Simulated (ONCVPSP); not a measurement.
**LDA (Perdew-Wang 92) ONCV dataset for Co, scalar-relativistic all-electron reference.**

ONCVPSP 4.0.1 was run on this input:

```
# ATOM AND REFERENCE CONFIGURATION
# atsym  z   nc   nv     iexc    psfile
  Co 27.00    3    4  -001012      upf
#
#   n    l    f
    1    0    2.00
    2    0    2.00
    2    1    6.00
    3    0    2.00
    3    1    6.00
    3    2    7.00
    4    0    2.00
#
# PSEUDOPOTENTIAL AND OPTIMIZATION
# lmax
    2
#
#   l,   rc,      ep,       ncon, nbas, qcut
    0    1.15    0.00    3    7   13.50
    1    1.05    0.00    4    8   11.90
    2    1.40    0.00    3    8   10.10
#
# LOCAL POTENTIAL
# lloc, lpopt,  rc(5),   dvloc0
    4    5    0.80    0.00
#
# VANDERBILT-KLEINMAN-BYLANDER PROJECTORs
# l, nproj, debl
    0    2    1.30
    1    2    3.60
    2    1    2.70
#
# MODEL CORE CHARGE
# icmod, fcfact, rcfact
    0    0.00    0.00
#
# LOG DERIVATIVE ANALYSIS
# epsh1, epsh2, depsh
   -5.00    5.00    0.04
#
# OUTPUT GRID
# rlmax, drl
    6.00    0.01
#
# TEST CONFIGURATIONS
# ncnf
    4
# nvcnf
#   n    l    f
    4
    3    0    2.00
    3    1    6.00
    3    2    7.00
    4    0    1.00
#
    4
    3    0    2.00
    3    1    6.00
    3    2    7.00
    4    0    0.00
#
    4
    3    0    2.00
    3    1    6.00
    3    2    6.00
    4    0    0.00
#
    5
    3    0    2.00
    3    1    6.00
    3    2    7.00
    4    0    0.00
    4    1    1.00
#
```

Command:

```bash
oncvpsp.x < Co.dat > Co.out
```

The program printed (shortened: citation, most of the input echo, consistency checks and plot data are left out):

```
ONCVPSP  (Optimized Norm-Conservinng Vanderbilt PSeudopotential)
scalar-relativistic version 4.0.1

#   n    l    f        energy (Ha)
    1    0    2.00    -2.7843962E+02
    2    0    2.00    -3.2967196E+01
    2    1    6.00    -2.8276502E+01
    3    0    2.00    -3.7437557E+00
    3    1    6.00    -2.4076513E+00
    3    2    7.00    -3.1094340E-01
    4    0    2.00    -2.0850416E-01

Reference configufation results
  iterations    30
  all-electron total energy (Ha)   -1.39077762D+03

Begin loop to  construct optimized pseudo wave functions
and semi-local pseudopoentials for all angular momenta

Calculating optimized projector #   1

 for l=   0

    Fraction of norm inside rc  0.894346
    Optimizing pswf for qcut=  13.51 a_B^-1,  ecut=  91.23 Ha
    Residual kinetic energy error=  2.38D-08 Ha

    Energy error per electron        Cutoff
         Ha          eV             Ha
         0.01000     0.27211       43.62
         0.00100     0.02721       56.16
         0.00010     0.00272       66.55
         0.00001     0.00027       74.59

Calculating optimized projector #   2

 for l=   0

    Fraction of norm inside rc  0.031144
    Optimizing pswf for qcut=  13.51 a_B^-1,  ecut=  91.23 Ha
    Residual kinetic energy error=  3.90D-09 Ha

    Energy error per electron        Cutoff
         Ha          eV             Ha
         0.01000     0.27211       28.73
         0.00100     0.02721       44.90
         0.00010     0.00272       57.56
         0.00001     0.00027       67.96

   Wellstate for l =  1  n =  5
     eigenvalue =   1.1923
     asymptotic potential =   1.6923
     half-point radius =  3.8540

Calculating optimized projector #   1

 for l=   1

    Fraction of norm inside rc  0.787470
    Optimizing pswf for qcut=  11.91 a_B^-1,  ecut=  70.90 Ha
    Residual kinetic energy error=  8.96D-07 Ha

    Energy error per electron        Cutoff
         Ha          eV             Ha
         0.01000     0.27211       29.17
         0.00100     0.02721       36.87
         0.00010     0.00272       42.94
         0.00001     0.00027       48.51

Calculating optimized projector #   2

 for l=   1

    Fraction of norm inside rc  0.033668
    Optimizing pswf for qcut=  11.91 a_B^-1,  ecut=  70.90 Ha
    Residual kinetic energy error=  7.25D-07 Ha

    Energy error per electron        Cutoff
         Ha          eV             Ha
         0.01000     0.27211       22.15
         0.00100     0.02721       30.80
         0.00010     0.00272       37.97
         0.00001     0.00027       44.49

Calculating optimized projector #   1

 for l=   2

    Fraction of norm inside rc  0.772231
    Optimizing pswf for qcut=  10.10 a_B^-1,  ecut=  51.02 Ha
    Residual kinetic energy error=  2.51D-05 Ha

    Energy error per electron        Cutoff
         Ha          eV             Ha
         0.01000     0.27211       36.68
         0.00100     0.02721       42.77
         0.00010     0.00272       47.82
         0.00001     0.00027      100.79

Construct Vanderbilt / Kleinmman-Bylander projectors

B matrix Hermiticity error, ll=   0
   1   2    3.6776E-04

  Orthonormal projector coefficients  2.2232E+01  2.2656E+00

B matrix Hermiticity error, ll=   1
   1   2   -3.8919E-04

  Orthonormal projector coefficients  8.1420E+00  1.3577E+00

Pseudoatom total energy -142.323995

Diagnostic tests using Vanderbilt-Kleinman-Bylander pseudopotentials
  1 or more projectors used as specified by nproj input data

   l    rcore       rmatch      e in        delta e   norm test  slope test

   0   1.1504842   1.1854154  -3.7437557  -0.0000018   1.0001924   1.0001926
   0   1.1504842   1.1854154  -0.2085042   0.0000083   1.0000755   1.0000597

   1   1.0517462   1.0836795  -2.4076513  -0.0000168   1.0001731   1.0002066
   1   1.0517462   1.0836795   1.1923487   0.0000562   1.0004457   1.0004457

   2   1.4015675   1.4441222  -0.3109434  -0.0000791   0.9999774   0.9998761

 Testing for bound ghosts
   n   l    E NL Schr. Eq   E Basis Diag.   E Cutoff

   1   0       -3.743758       -3.743740    143.11
   2   0       -0.208496        0.047158    143.11

   2   1       -2.407668       -2.407269    273.83

   3   2       -0.311022       -0.307772    131.48

 Testing for highly-localized positive-energy ghosts
       l    <radius>/rc     E Basis Diag.   E Cutoff

Test configuration 0

   n   l     f        eae           eps        diff
   1   0  2.0000 -278.43961764
   2   0  2.0000  -32.96719592
   2   1  6.0000  -28.27650171
   3   0  2.0000   -3.74375572   -3.74375752   -1.79D-06
   3   1  6.0000   -2.40765133   -2.40766811   -1.68D-05
   3   2  7.0000   -0.31094340   -0.31102248   -7.91D-05
   4   0  2.0000   -0.20850416   -0.20849581    8.35D-06

    Total energies and differences
      AE_ref= -1.39077762D+03  AE_tst= -1.39077762D+03  dif=  0.00D+00
      PS_ref= -1.42323995D+02  PS_tst= -1.42323995D+02  dif=  1.14D-13
      PSP excitation error= -1.14D-13

Test configuration 1

   n   l     f        eae           eps        diff
   1   0  2.0000 -278.76873356
   2   0  2.0000  -33.28926021
   2   1  6.0000  -28.59917884
   3   0  2.0000   -4.07085381   -4.07094355   -8.97D-05
   3   1  6.0000   -2.73511712   -2.73513876   -2.16D-05
   3   2  7.0000   -0.63530746   -0.63588772   -5.80D-04
   4   0  1.0000   -0.48042691   -0.48027620    1.51D-04

    Total energies and differences
      AE_ref= -1.39077762D+03  AE_tst= -1.39043626D+03  dif=  3.41D-01
      PS_ref= -1.42323995D+02  PS_tst= -1.41982674D+02  dif=  3.41D-01
      PSP excitation error=  3.56D-05

Test configuration 2

   n   l     f        eae           eps        diff
   1   0  2.0000 -279.15070235
   2   0  2.0000  -33.66025973
   2   1  6.0000  -28.97112778
   3   0  2.0000   -4.44798890   -4.44850426   -5.15D-04
   3   1  6.0000   -3.11245936   -3.11276630   -3.07D-04
   3   2  7.0000   -1.00676468   -1.00822680   -1.46D-03

    Total energies and differences
      AE_ref= -1.39077762D+03  AE_tst= -1.38980865D+03  dif=  9.69D-01
      PS_ref= -1.42323995D+02  PS_tst= -1.41355294D+02  dif=  9.69D-01
      PSP excitation error=  2.68D-04

Test configuration 3

   n   l     f        eae           eps        diff
   1   0  2.0000 -279.88273275
   2   0  2.0000  -34.41401654
   2   1  6.0000  -29.72276643
   3   0  2.0000   -5.15475253   -5.15830344   -3.55D-03
   3   1  6.0000   -3.81085402   -3.81431968   -3.47D-03
   3   2  6.0000   -1.67140736   -1.67021989    1.19D-03

    Total energies and differences
      AE_ref= -1.39077762D+03  AE_tst= -1.38847857D+03  dif=  2.30D+00
      PS_ref= -1.42323995D+02  PS_tst= -1.40024410D+02  dif=  2.30D+00
      PSP excitation error= -5.34D-04

Test configuration 4

   n   l     f        eae           eps        diff
   1   0  2.0000 -278.82573581
   2   0  2.0000  -33.34323094
   2   1  6.0000  -28.65322507
   3   0  2.0000   -4.12792996   -4.12812672   -1.97D-04
   3   1  6.0000   -2.79214979   -2.79225382   -1.04D-04
   3   2  7.0000   -0.68992634   -0.69087047   -9.44D-04
   4   1  1.0000   -0.31206536   -0.31195358    1.12D-04

    Total energies and differences
      AE_ref= -1.39077762D+03  AE_tst= -1.39023592D+03  dif=  5.42D-01
      PS_ref= -1.42323995D+02  PS_tst= -1.41782412D+02  dif=  5.42D-01
      PSP excitation error=  1.15D-04
```

The run took about 3.8 s on one core of a shared server CPU.
